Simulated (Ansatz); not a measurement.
Abridged output of a molecular run in Ansatz:

```
Functional definition: HF
700 factors; integrals over basis functions are off by at most 2.2e-4 eV
mean field evaluation 1: about -48377.6861 eV, gradient 1.6e-1 eV
mean field evaluation 2: about -48377.6861 eV, gradient 1.6e-1 eV
mean field evaluation 4: about -48377.6861 eV, gradient 1.4e-4 eV
mean field evaluation 8: about -48377.6861 eV, gradient 3.8e-4 eV
mean field -48377.68606770 eV, -1777.8471714146 hartree, gradient 6.8e-7 eV, S^2 0.000000; 1 other end points of the search recorded, 0 dependent functions left out
5 core orbitals not correlated: weight in the atoms' cores, before any rotation towards them, 1.000 or more for the frozen orbitals, at most 0.000 for the correlated occupied ones
reference -48377.68606770 eV, -1777.8471714146 hartree; 10, 10 occupied and 85, 85 virtual orbitals, 700 factors
second order -23.30043158 eV of doubles, -0.00000000 eV of singles
cycle   1  -20.18214164 eV  change     3.1e0 eV  update   1.4e-1
cycle   2  -21.18088689 eV  change    -1.0e0 eV  update   6.7e-2
cycle   3  -21.36074175 eV  change   -1.8e-1 eV  update   2.1e-2
cycle   4  -21.27911321 eV  change    8.2e-2 eV  update   6.2e-3
cycle   5  -21.27108804 eV  change    8.0e-3 eV  update   1.6e-3
cycle   6  -21.27260337 eV  change   -1.5e-3 eV  update   3.5e-4
cycle   7  -21.27248237 eV  change    1.2e-4 eV  update   1.4e-4
cycle   8  -21.27236222 eV  change    1.2e-4 eV  update   3.3e-5
cycle   9  -21.27237029 eV  change   -8.1e-6 eV  update   7.5e-6
perturbative correction -0.61453516 eV, -0.0225837507 hartree
Total energy: -48399.57297315 eV, -1778.6515003543 hartree
```

Its atoms:

Zn alone.

(1) Which basis set was used?
A. def2-QZVPP
B. def2-SVP
C. def2-TZVPPD
D. cc-pV(D+d)Z

(2) Write the keys of the input that set method, charge and spin (a neutral closed shell needs none for the last two).

Results:

(1) A. It gives 100 functions.

(2) 
```yaml
correlation: {method: ccsd_t}
```
